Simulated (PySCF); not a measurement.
# UHF on Ti⁺ (titanium, charge +1)

Configuration: [Ar] 3d2 4s1, high-spin 4F determinant. Calculation: PySCF 2.14, in pcseg-2; no relativity, point nucleus.

```
Total energy                                     : -848.193561 hartree
One-electron energy                              : -1157.5179 hartree
Hartree (Coulomb) energy                         : 350.2934 hartree
Exchange energy                                  : -40.9691 hartree
Kinetic energy                                   : 849.02302 hartree
⟨S²⟩                                             : 3.7527
⟨L²⟩                                             : 12.038
Sum of ⟨r⟩                                       : 17.29 bohr
Sum of ⟨r²⟩                                      : 29.39 bohr²
Density at the nucleus (Gaussians lack the cusp) : 7050 bohr⁻³
Spin density at the nucleus                      : 2.98 bohr⁻³
Langevin diamagnetic susceptibility              : -23.3 ×10⁻⁶ cm³/mol
Time after the integrals                         : 0.35 s of wall time on 1 thread of Neoverse-V1 (shared host)
```

```
shell  electrons  mean orbital energy (hartree)  rms radius, mean of both spins (bohr)
 1s α          1                     -183.48659                                 0.0813
 1s β          1                     -183.48340                                 0.0813
 2s α          1                      -21.67051                                  0.354
 2s β          1                      -21.62956                                  0.354
 2p α          3                      -18.04208                                  0.322
 2p β          3                      -18.00406                                  0.322
 3s α          1                       -3.19576                                   1.09
 3s β          1                       -3.05521                                   1.09
 3p α          3                       -2.13375                                   1.19
 3p β          3                       -1.97024                                   1.19
 3d α          2                       -0.71088                                   1.62
 4s α          1                       -0.47600                                   3.52
```
